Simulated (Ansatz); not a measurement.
The cluster Ge₂O₂ (the lowest singlet isomer of a short search). The state is a singlet with charge 0. Geometry PBE-D4/def2-SVP, basis def2-TZVP, Ansatz.

```tsv
atom	x (Å)	y (Å)	z (Å)
Ge1	-1.070	0.662	0.504
Ge2	1.070	-0.662	-0.504
O3	0.116	-0.640	1.087
O4	-0.116	0.640	-1.087
```

```json
{"run": "A", "HOMO (eV)": "-6.26", "LUMO (eV)": "-3.22"}
{"run": "B", "HOMO (eV)": "-6.67", "LUMO (eV)": "-2.82"}
{"run": "C", "HOMO (eV)": "-7.07", "LUMO (eV)": "-2.45"}
{"run": "D", "HOMO (eV)": "-5.97", "LUMO (eV)": "-3.25"}
{"run": "E", "HOMO (eV)": "-8.34", "LUMO (eV)": "-1.44"}
```

HSE06 is defined as in plane-wave codes, on full-range PBE exchange. The structure comes from a short search, and lower isomers may exist.

The runs used CAM-B3LYP, HSE06, PBE, PBE0, r2SCAN. Estimate which is which.

A r2SCAN (0 % exact exchange); B HSE06 (range-separated); C PBE0 (25 % exact exchange); D PBE (0 % exact exchange); E CAM-B3LYP (range-separated). Exact exchange lowers occupied and raises empty levels; among semilocal functionals meta-GGAs tend to open the gap a little, and such runs are hard to tell apart. The gap grows from 2.72 eV (PBE) to 6.91 eV (CAM-B3LYP).
